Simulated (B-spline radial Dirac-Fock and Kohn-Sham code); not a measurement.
# Compton profile of Re¹²⁺

System: rhenium as Re¹²⁺, configuration [Kr] 4d10 4f13 5s2 5p2.

Level of theory: the impulse approximation on configuration-average Dirac-Fock orbitals; a radial atomic solver. pz is in atomic units of momentum; subshell profiles are per electron, for a selection of subshells; open shells are spread over both j values by their weights.

```
 pz   J total   J 4p1/2   J 5s1/2   J 5p1/2   J 5p3/2
  0     4.884     0.103     0.346     0.227     0.239
0.2     4.865     0.103     0.338     0.227     0.239
0.3     4.841     0.103     0.327     0.227     0.239
0.4     4.809     0.103     0.314     0.227     0.238
0.5     4.769     0.103     0.297     0.226     0.237
0.6     4.720     0.103     0.277     0.224     0.235
0.8     4.605     0.102     0.234     0.218     0.227
  1     4.470     0.102     0.188     0.207     0.214
1.2     4.325     0.102     0.145     0.192     0.195
1.4     4.178     0.101     0.108     0.171     0.171
1.6     4.035    0.0995    0.0796     0.148     0.144
1.8     3.902    0.0978    0.0590     0.123     0.117
  2     3.780    0.0958    0.0459    0.0990    0.0913
2.5     3.519    0.0885    0.0343    0.0506    0.0437
  3     3.286    0.0785    0.0337    0.0249    0.0221
  4     2.779    0.0544    0.0241    0.0149    0.0162
  5     2.230    0.0322    0.0104    0.0135    0.0133
  7     1.390   0.00963   0.00355   0.00442   0.00340
 10    0.7901   0.00632   0.00232   0.00124   0.00136
 15    0.3893   0.00295  0.000351  0.000710  0.000579
 20    0.2148  0.000661  0.000296  0.000156  0.000121
 30   0.08142  0.000350  6.30e-05  7.00e-05  7.87e-05
 40   0.03757  0.000224  1.16e-05  4.59e-05  4.11e-05
 60   0.01181  5.10e-05  8.69e-06  1.05e-05  6.90e-06
100  0.002357  3.98e-06  2.38e-06    < 1e-6    < 1e-6
```

J(0) = 4.884. The 5s1/2 subshell gives the largest part, 14 %.

Mean momentum ⟨p⟩ by subshell (a.u.): 1s1/2 78.6, 2s1/2 28.1, 2p1/2 37.0, 2p3/2 32.6, 3s1/2 14.2, 3p1/2 16.9, 3p3/2 15.6, 3d3/2 18.7, 3d5/2 18.3, 4s1/2 7.27, 4p1/2 8.15, 4p3/2 7.60, 4d3/2 8.39, 4d5/2 8.19, 4f5/2 8.40, 4f7/2 8.30, 5s1/2 3.41, 5p1/2 3.68, 5p3/2 3.48.

Values without a named source are computed, but for edge energies of neutral atoms, which are taken from tables.
